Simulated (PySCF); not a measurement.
W(O)2(SH)2 (H2O2S2W), SMILES [O]=[W]([SH])(=[O])[SH], multiplicity 1. Geometry: PBE-D3(BJ)/def2-SVP. The spin state was assumed, not searched. The structure was generated by enumeration; whether it is a known compound was not checked. The def2 effective core potentials stand for the cores of W; spin–orbit coupling is left out. Other conformers were not sampled.

Calculation: PBE-D3(BJ)/def2-SVP (PySCF).

Harmonic wavenumbers (cm⁻¹): 112, 139, 157, 194, 269, 275, 295, 385, 387, 605, 608, 959, 989, 2594, 2594. Rotational constants (GHz): 2.532, 1.554, 1.302; symmetry number 2.

Task: Work out the zero-point energy and the ideal-gas rigid-rotor harmonic-oscillator thermochemistry at 298.15 K and 1 atm.

Result: ZPE = ½ Σ hcν = ½ × 10563 cm⁻¹ = 15.10 kcal/mol. H − E(el) = 20.58 kcal/mol. Entropy in cal/(mol K): translation 42.81, rotation 27.15, vibration 18.55, total 88.52. G − E(el) = -5.81 kcal/mol. Cp = 26.53 cal/(mol K). Modes under 150 cm⁻¹ make the vibrational entropy uncertain.
